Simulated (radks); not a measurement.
Problem. In11+, 38 electrons, occupied as [Kr] 4d2 (the NIST ground configuration). Method: Dirac Kohn-Sham, exchange-only PBE, spin-unpolarised, spherical densities, finite nucleus; open shells fill j = l - 1/2 first; Fermi nuclear charge, rms radius 4.6156 fm; computed with a radial shooting solver on a logarithmic mesh with Libxc functionals.

Spin-orbit splittings of the eigenvalues, e(l+1/2) - e(l-1/2), with zeta = 2 splitting/(2l+1) and mean radii in bohr:

| shell | occ. | splitting (eV) | zeta (eV) | <r> j=l-1/2 | <r> j=l+1/2 |
|---|---|---|---|---|---|
| 2p | 6 | ? | ? | 0.1084 | 0.1137 |
| 3p | 6 | 38.40 | 25.60 | 0.3382 | 0.3492 |
| 3d | 10 | 7.914 | 3.166 | 0.3202 | 0.3236 |
| 4p | 6 | 8.131 | 5.421 | 0.8290 | 0.8501 |
| 4d | 2 | 1.424 | 0.5695 | 0.9205 | 0.9270 |
| 5p | 0 | 2.517 | 1.678 | 1.654 | 1.684 |

Estimate the 2p splitting.

Solution. 210.9 eV (zeta = 140.6 eV).
